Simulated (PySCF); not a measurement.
**Ionisation energy of Hg(2+) by level of theory**

Hg(2+) [Xe] 4f14 5d10 (1S) → Hg(3+) [Xe] 4f14 5d9 (2D), as a difference of total energies. All numbers are calculated (PySCF 2.14, scalar relativity through the core potential, in def2-QZVPPD with the def2 core potential (60 electrons) (7s5p4d4f2g, 88 functions)). Correlated levels: valence and next inner shell: nothing frozen outside the core potential. The calculations carry no spin-orbit coupling.

```tsv
method	ionisation energy (eV)
UHF	33.599
MP2 (valence and next inner shell)	35.336
SCS-MP2 (valence and next inner shell)	35.119
CCSD (valence and next inner shell)	34.997
CCSD(T) (valence and next inner shell)	35.082
```

Task: How much does correlation contribute at CCSD(T) (valence and next inner shell)?

Result: 35.082 − (33.599) = 1.483 eV, measured against UHF.

The reference lies between the lowest fine-structure levels, while these numbers refer to the centres of the terms.

Errors of the correlated levels include the incompleteness of this basis.

For comparison: 34.49 ± 0.05 eV (measured; NIST Atomic Spectra Database, ionization energies).
